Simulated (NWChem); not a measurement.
System: C₅H₂F₂; SMILES C#CC=C=C(F)F

Computed with NWChem. Pople sets run with spherical d functions. STO-3G and 3-21G are far too small for this property and stand as cheap habits. All runs use the structure optimised with PBE-D3(BJ)/def2-SVP. Field at 589 nm.

| level | isotropic polarisability (bohr³) | anisotropy (bohr³) |
|---|---|---|
| B3LYP/STO-3G | ? | ? |
| B3LYP/6-31G* | 56.7 | 78.8 |
| B3LYP/def2-SVP | 59.1 | 76.9 |

### Question
What belongs in the gaps?

### Answer

- B3LYP/STO-3G, isotropic polarisability (bohr³): 36.6
- B3LYP/STO-3G, anisotropy (bohr³): 62.8
